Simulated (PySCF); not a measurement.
How methods differ on the ionisation energy of Ti⁺

Ti⁺ [Ar] 3d2 4s1 (4F) → Ti²⁺ [Ar] 3d2 (3F), as a difference of total energies. Calculation: PySCF 2.14, in jorge-TZP-DKH (9s6p3d2f1g, 65 functions); scalar relativity by spin-free X2C-1e. Correlated levels: valence and next inner shell: [Ne] frozen. The calculations carry no spin-orbit coupling.

```csv
method,ionisation energy (eV),error (eV)
UHF,12.942,-0.633
MP2 (valence and next inner shell),13.503,-0.072
SCS-MP2 (valence and next inner shell),13.348,-0.227
CCSD (valence and next inner shell),13.482,-0.093
CCSD(T) (valence and next inner shell),13.514,-0.061
```

Reference: 13.575 eV (measured; NIST Atomic Spectra Database, ionization energies).

Errors of the correlated levels include the incompleteness of this basis and the frozen core.
